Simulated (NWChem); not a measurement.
Species: AlHIF; SMILES [F][AlH][I]

```xyz
4

Al     0.5381     1.5493     0.0000
F     -0.6732     2.6858     0.0000
H      2.0315     2.0296     0.0000
I     -0.1112    -0.8159     0.0000
```
Atoms are numbered in this order, from 1.

Level: PBE0/def2-SVP with def2 effective core potentials on I (NWChem), optimised geometry, unscaled harmonic frequencies. def2 effective core potentials on I; no spin-orbit coupling.

```json
[
 {"frequency (cm⁻¹)": "169", "IR intensity (km/mol)": "10.3"},
 {"frequency (cm⁻¹)": "366", "IR intensity (km/mol)": "50.5"},
 {"frequency (cm⁻¹)": "459", "IR intensity (km/mol)": "128.1"},
 {"frequency (cm⁻¹)": "652", "IR intensity (km/mol)": "195.2"},
 {"frequency (cm⁻¹)": "871", "IR intensity (km/mol)": "140.3"},
 {"frequency (cm⁻¹)": "2017", "IR intensity (km/mol)": "125.8"}
]
```

| Item | Result |
|---|---|
| zero-point energy | 6.5 kcal/mol |
| thermal correction to the enthalpy at 298.15 K (with zero-point energy) | 9.7 kcal/mol |
| heat capacity Cv | 12.2 cal/(mol K) |
| entropy at 298.15 K and 1 atm (symmetry number 1) | 72.2 cal/(mol K) |

Rigid rotor and harmonic oscillator.
